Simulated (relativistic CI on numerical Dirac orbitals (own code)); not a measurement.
What each ingredient does to the levels of Cl10+

Base calculation: Dirac-Coulomb-Breit CI, separate exchange-only KLI orbitals for each configuration, model QED (radiative potential, 1s self-energy scaled to tabulated hydrogen-like ionisation energies), unscaled Slater integrals.

Configurations in the expansion (outside the closed core 1s2): 2s²2p³, 2s2p⁴, 2p⁵, 2s²2p²3s, 2p⁴3s, 2p⁴3p, 2s²2p²3p, 2p⁴3d, 2s²2p²3d, 2s2p³3s, 2s2p³3p, 2s2p³3d, 2s²2p²4s, 2s²2p²4p, 2s²2p²4d, 2s²2p²4f. Levels of other configurations are missing.

Variants: (1) P86 correlation estimate; (2) non-relativistic limit. Shifts of the energy above 2s²2p³ ⁴S°3/2, in cm⁻¹, for the lowest level and the first level of each name with at least 55 % of one term (blank where a level changes its place among those of its configuration and J or its character, or is not in the variant):

| Level | Base | Δ(1) | Δ(2) |
| --- | --- | --- | --- |
| 2s²2p³ ⁴S°3/2 | 0 | 0 | 0 |
| 2s²2p³ ²D°3/2 | 92949 | +1 | +1787 |
| 2s²2p³ ²D°5/2 | 95055 | -3 | -318 |
| 2s²2p³ ²P°1/2 | 140446 | +73 | -1748 |
| 2s²2p³ ²P°3/2 | 143540 | +71 | -4843 |
| 2s2p⁴ ⁴P5/2 | 413158 | +2172 | -9789 |
| 2s2p⁴ ⁴P3/2 | 422383 | +2172 | -19015 |
| 2s2p⁴ ⁴P1/2 | 427035 | +2172 | -23666 |
| 2s2p⁴ ²D3/2 | 576770 | +2179 | -15682 |
| 2s2p⁴ ²D5/2 | 577035 | +2179 | -15947 |
| 2s2p⁴ ²S1/2 | 672603 | +2173 | -15400 |
| 2s2p⁴ ²P3/2 | 706730 | +2187 | -13602 |
| 2s2p⁴ ²P1/2 | 718492 | +2187 | -25363 |
| 2p⁵ ²P°3/2 | 1101053 | +3905 | -25851 |
| 2p⁵ ²P°1/2 | 1115907 | +3908 | -40705 |
| 2s²2p²3s ⁴P1/2 | 2457350 | +7552 | +10892 |
| 2s²2p²3s ⁴P3/2 | 2463633 | +7553 | +4610 |
| 2s²2p²3s ⁴P5/2 | 2471830 | +7554 | -3588 |
| 2s²2p²3s ²P1/2 | 2487943 | +7541 | +7897 |
| 2s²2p²3s ²P3/2 | 2497807 | +7542 | -1967 |
| 2s²2p²3s ²D5/2 | 2542115 | +7544 | +9 |
| 2s²2p²3s ²D3/2 | 2542619 | +7544 | -495 |

At this charge energies of transitions that change n are usually good to better than 1 %, and those within a shell (Δn = 0) to a few per cent.

Ionisation energy from the two ground configurations alone: base 529.735 eV; P86 correlation estimate 531.072 eV. The NIST ASD value (semi-empirical) is 530 eV.
